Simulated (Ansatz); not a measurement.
Molecule: ScO, charge 0, multiplicity 2. The spin state was set by rule; other spins were not relaxed. 
Geometry from a B3LYP-D3(BJ)/def2-TZVP (Ansatz, a first-principles code) optimisation:
```
Sc
O 1 1.6615
```
Charge 0, spin multiplicity 2.

Property: atomisation energy (electronic, to ground-state atoms), in kcal/mol. Correlated levels leave the core frozen unless marked. UHF or UKS for open shells. No spin-orbit coupling. Frozen are the shells of the preceding noble gas and the d and f shells that filled before the atom's block. Non-relativistic. 

```json
[
 {"level": "HF/6-31G", "program": "Ansatz", "atomisation energy (kcal/mol)": "55.7"},
 {"level": "HF/def2-SVP", "program": "Ansatz", "atomisation energy (kcal/mol)": "68.6"},
 {"level": "PBE-D3(BJ)/def2-TZVPD", "program": "Ansatz + dftd3", "atomisation energy (kcal/mol)": "182.1"},
 {"level": "revPBE-D3(BJ)/def2-TZVPD", "program": "Ansatz + dftd3", "atomisation energy (kcal/mol)": "174.6"},
 {"level": "revPBE-D4/def2-TZVPD", "program": "Ansatz + dftd4", "atomisation energy (kcal/mol)": "176.2"},
 {"level": "r2SCAN-D3(BJ)/def2-TZVPD", "program": "Ansatz + dftd3", "atomisation energy (kcal/mol)": "171.4"},
 {"level": "PBE0-D4/def2-TZVP", "program": "Ansatz + dftd4", "atomisation energy (kcal/mol)": "160.1"},
 {"level": "PBE0/def2-QZVPP", "program": "Ansatz", "atomisation energy (kcal/mol)": "160.8"},
 {"level": "BHLYP-D4/def2-TZVPD", "program": "Ansatz + dftd4", "atomisation energy (kcal/mol)": "134.3"},
 {"level": "wB97X-V/def2-TZVPD", "program": "Ansatz", "atomisation energy (kcal/mol)": "159.2"},
 {"level": "B2PLYP-D4/def2-TZVPD", "program": "Ansatz + dftd4", "atomisation energy (kcal/mol)": "163.2"},
 {"level": "RPA@PBE/def2-TZVPP", "program": "Ansatz", "atomisation energy (kcal/mol)": "145.0"},
 {"level": "RPA@PBE/def2-QZVPP", "program": "Ansatz", "atomisation energy (kcal/mol)": "147.8"},
 {"level": "CCSD/def2-SVPD", "program": "Ansatz", "atomisation energy (kcal/mol)": "137.1"},
 {"level": "CCSD(T)/6-31G*", "program": "Ansatz", "atomisation energy (kcal/mol)": "142.9"},
 {"level": "CCSD(T)/def2-SVP", "program": "Ansatz", "atomisation energy (kcal/mol)": "143.1"},
 {"level": "CCSD(T)/def2-TZVPP", "program": "Ansatz", "atomisation energy (kcal/mol)": "151.4"},
 {"level": "CCSD(T)/def2-TZVPPD", "program": "Ansatz", "atomisation energy (kcal/mol)": "151.7"},
 {"level": "CCSD(T)/def2-QZVPP", "program": "Ansatz", "atomisation energy (kcal/mol)": "154.2"},
 {"level": "CCSDT(Q)/def2-SVP", "program": "Ansatz", "atomisation energy (kcal/mol)": "144.0"}
]
```
